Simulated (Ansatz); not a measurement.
System: C4H3N2, net charge 0, doublet state. It need not be the lowest isomer of its formula. SMILES: c1[c]cncn1
Geometry: optimised at B3LYP-D3(BJ)/def2-TZVP (Ansatz, a program for electronic structure).

Parts of the frozen-core correlation energy in cc-pVTZ (Ansatz, hartree). Frozen orbitals: 6; correlated occupied orbitals by spin: 15 and 14; virtual: 201 and 202. UHF or UKS for open shells. No spin-orbit coupling. Non-relativistic.

| term | value |
|---|---|
| reference (HF) | -262.13233 |
| MP2 opposite-spin | -0.68170 |
| MP2 same-spin | -0.24478 |
| CCSD correlation | -0.97950 |
| (T) | -0.05543 |
| T1 diagnostic | 0.048 |
| largest doubles amplitude | 0.080 |
| <S^2> of the reference | 1.355 |
